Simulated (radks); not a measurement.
All-electron atom: the niobium ion Nb10+ in [Ar] 3d10 4s2 4p1. Method: scalar-relativistic Kohn-Sham, r2SCAN, spin-polarised, spherical densities, finite nucleus; open shells are filled with parallel spins first (spin-orbit coupling, left out, can overturn this in heavy ions); meta-GGA in the generalised Kohn-Sham scheme; Fermi nuclear charge, rms radius 4.324 fm; computed with a radial shooting solver on a logarithmic mesh with Libxc functionals.

Local quantities along the radius. ELF = 1/(1 + alpha^2) is the electron localisation function; alpha = (tau - tau_W)/tau_unif compares the Pauli kinetic energy density with that of the uniform gas (summed over spins). tau is taken from the large components.

```
   r/bohr * ELF (the largest magnitude, 1, reaches the edge; | marks zero)
 0.002048 |                                                      *
 0.002645 |                                                      *
 0.003417 |                                                      *
 0.004413 |                                                      *
 0.005701 |                                                      *
 0.007364 |                                                      *
 0.009513 |                                                      *
  0.01229 |                                                      *
  0.01587 |                                                      *
   0.0205 |                                                     *
  0.02649 |                                                 *
  0.03421 |                                      *
   0.0442 |                     *
  0.05709 |                *
  0.07434 |                         *
  0.09603 |                                      *
    0.124 |                                         *
   0.1602 |                               *
    0.207 |               *
   0.2674 |                     *
   0.3454 |                                      *
   0.4461 |                                          *
   0.5763 |                                *
   0.7444 |            *
   0.9616 |                *
    1.242 |                                       *
    1.605 |                                     *
    2.073 |        *
    2.677 *
```

On this mesh the ELF has minima near r = 0.057, 0.24, 0.85 bohr, which separate the shells, and maxima near 0.12 (0.77), 0.45 (0.78), 1.4 (0.77).
